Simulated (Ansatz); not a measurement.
Molecule: LaF3, charge 0, multiplicity 1. SMILES: [F][La]([F])[F]
Geometry: optimised at B3LYP-D3(BJ)/def2-TZVP (Ansatz, an electronic-structure program).

Wanted: vertical triplet-singlet gap (E(triplet) - E(singlet); each state is the SCF solution reached for its spin; the molecule has degenerate orbitals, so one determinant may break the symmetry; for the triplet the Hartree-Fock reference is unstable and T1 is 0.038), in kcal/mol. Valence correlation only, unless marked. Open shells are spin-unrestricted. No spin-orbit coupling. The frozen core is the preceding noble-gas configuration, with the filled d and f shells of earlier blocks. Past Kr the def2 sets carry scalar-relativistic core potentials. CBS marks a two-point X^-3 extrapolation of the correlation energy; Hartree-Fock from the larger set. The program attaches cautions to a run behind CCSD/def2-SVPD: other roots. The program attaches cautions to a run behind CCSD(T)/def2-SVPD: other roots.

```json
[
 {"level": "HF/def2-TZVPPD", "program": "Ansatz", "vertical triplet-singlet gap (kcal/mol)": "145.9"},
 {"level": "HF/def2-QZVPPD", "program": "Ansatz", "vertical triplet-singlet gap (kcal/mol)": "146.1"},
 {"level": "SVWN5/def2-TZVPD", "program": "Ansatz", "vertical triplet-singlet gap (kcal/mol)": "134.1"},
 {"level": "PBE/def2-TZVPD", "program": "Ansatz", "vertical triplet-singlet gap (kcal/mol)": "129.9"},
 {"level": "r2SCAN/def2-TZVPD", "program": "Ansatz", "vertical triplet-singlet gap (kcal/mol)": "134.9"},
 {"level": "B3LYP/def2-TZVPD", "program": "Ansatz", "vertical triplet-singlet gap (kcal/mol)": "144.2"},
 {"level": "PBE0/def2-TZVPD", "program": "Ansatz", "vertical triplet-singlet gap (kcal/mol)": "146.8"},
 {"level": "BHLYP/def2-TZVPD", "program": "Ansatz", "vertical triplet-singlet gap (kcal/mol)": "163.2"},
 {"level": "CAM-B3LYP/def2-TZVPD", "program": "Ansatz", "vertical triplet-singlet gap (kcal/mol)": "158.2"},
 {"level": "wB97M-V/def2-TZVPD", "program": "Ansatz", "vertical triplet-singlet gap (kcal/mol)": "164.5"},
 {"level": "wB97X-V/def2-TZVPD", "program": "Ansatz", "vertical triplet-singlet gap (kcal/mol)": "166.0"},
 {"level": "B2PLYP/def2-TZVPD", "program": "Ansatz", "vertical triplet-singlet gap (kcal/mol)": "166.4"},
 {"level": "RI-MP2/def2-TZVPPD", "program": "Ansatz", "vertical triplet-singlet gap (kcal/mol)": "193.3"},
 {"level": "RI-MP2/def2-QZVPPD", "program": "Ansatz", "vertical triplet-singlet gap (kcal/mol)": "195.3"},
 {"level": "RI-MP2/CBS(def2-TZVPPD,def2-QZVPPD)", "program": "Ansatz", "vertical triplet-singlet gap (kcal/mol)": "196.6"},
 {"level": "CCSD/def2-SVPD", "program": "Ansatz", "vertical triplet-singlet gap (kcal/mol)": "181.7"},
 {"level": "CCSD(T)/def2-SVPD", "program": "Ansatz", "vertical triplet-singlet gap (kcal/mol)": "179.3"}
]
```
